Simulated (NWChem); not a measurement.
C4H7Cl; SMILES ClCC1CC1

```xyz
12

Cl    -0.3619     1.6026     0.0000
C      1.0493     0.4996     0.0000
C      0.6792    -0.9605     0.0000
C     -0.5003    -1.4967     0.7511
C     -0.5003    -1.4967    -0.7511
H      1.6398     0.7543     0.8919
H      1.6398     0.7543    -0.8919
H      1.5774    -1.5899     0.0000
H     -0.3864    -2.4475     1.2783
H     -1.1496    -0.7706     1.2476
H     -1.1496    -0.7706    -1.2476
H     -0.3864    -2.4475    -1.2783
```
Atoms are numbered in this order, from 1.

Results from NWChem. Pople sets run with spherical d functions. Geometry: optimised at PBE0/def2-SVP. No frequency run checked for a minimum. B3LYP is NWChem's, with the RPA form of VWN correlation. Vertical excitations in the gas phase; the lowest state need not have the same character in each row.

Task: Order these by “lowest excitation, singlet (eV)”, lowest first: B3LYP/6-31G*, full TDDFT; BHandHLYP/6-31G*, full TDDFT; CAM-B3LYP/6-31G*, full TDDFT; PBE/6-31G*, full TDDFT.

Result: PBE/6-31G*, full TDDFT (6.71), B3LYP/6-31G*, full TDDFT (7.30), CAM-B3LYP/6-31G*, full TDDFT (7.58), BHandHLYP/6-31G*, full TDDFT (7.86)
